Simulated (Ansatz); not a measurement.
Reaction (formal exchange of groups at the Si–Br bond): `C[Si](N)(O)Br` + SiH₄ → `C[Si](N)(O)[SiH3]` + HBr

Gas-phase electronic energies from Ansatz, PBE0-D4/def2-TZVP geometries. CCSD(T)/CBS adds triple-zeta CCSD(T) − MP2 to the extrapolated MP2 energy (def2 sets, frozen cores). This one scheme is used for every species. DFT in def2-TZVPP. For Br outer-core shells are correlated without core-valence functions, which leaves a few kJ/mol of doubt a bond. Scalar relativity is left out up to krypton. Each species was taken in one conformer, which may not be the lowest.

| level | ΔE (kcal/mol) |
| --- | --- |
| ωB97X-V | 29.8 |
| ωB97M-V | 31.4 |
| SCS-MP2/def2-TZVPP | 31.9 |
| CCSD/def2-TZVPP | 29.9 |
| CCSD(T)/def2-TZVPP | 29.5 |
| MP2/def2-QZVPP | 32.7 |
| SCS-MP2/def2-QZVPP | 32.3 |
| CCSD/CBS(def2) | 30.8 |

(1) What does CCSD(T)/CBS give? (An estimate is asked.)

Largest T1 diagnostic among the species: 0.012.

Results:

(1) Computed: +30.4 kcal/mol. The listed levels differ from it by -0.6, 1.0, 1.5, -0.5, -0.9, 2.3, 1.9, 0.4 kcal/mol.

From PBE to PBE0 (25 % exact exchange), in def2-TZVPP and without D4, ΔE moves by +1.8 kcal/mol. In def2-TZVPP, CCSD(T) changes the Hartree–Fock value by −4.9 kcal/mol (the triples alone add −0.4 kcal/mol) and MP2 by −2.2 kcal/mol.
